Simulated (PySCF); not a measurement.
SMILES c1cc[se]c1 (C₄H₄Se), PBE0/def2-SVP optimised geometry.

```
9

C      0.07     1.09     0.00
C      1.06     0.06     0.00
C      0.56    -1.22     0.00
Se    -1.30    -1.22     0.00
C     -1.22     0.64     0.00
H      0.32     2.15     0.00
H      2.13     0.26     0.00
H      1.12    -2.15     0.00
H     -2.13     1.24     0.00
```

Density from PBE0/def2-TZVP (PySCF) at that geometry.

Minimum of the electron density along straight lines between bonded atoms, close to the bond critical point (lines longer than 1.1 times the sum of covalent radii, or with two minima, are not listed):

| bond | length / Å | ρ at the minimum / e bohr⁻³ | ∇²ρ there / e bohr⁻⁵ | position (fraction from the first atom) |
|---|---|---|---|---|
| C1–C2 | 1.429 | 0.295 | [?] | 0.50 |
| C2–C3 | 1.366 | 0.328 | -0.95 | 0.49 |
| C3–Se4 | 1.854 | 0.176 | -0.21 | 0.50 |
| C1–C5 | 1.366 | 0.328 | -0.95 | 0.49 |
| Se4–C5 | 1.854 | 0.176 | -0.21 | 0.51 |
| C1–H6 | 1.092 | 0.278 | -0.98 | 0.65 |
| C2–H7 | 1.092 | 0.278 | -0.98 | 0.65 |
| C3–H8 | 1.090 | 0.280 | -0.98 | 0.65 |
| C5–H9 | 1.090 | 0.280 | -0.98 | 0.65 |

Fill in the missing entries.


- C1–C2, ∇²ρ there / e bohr⁻⁵: -0.82
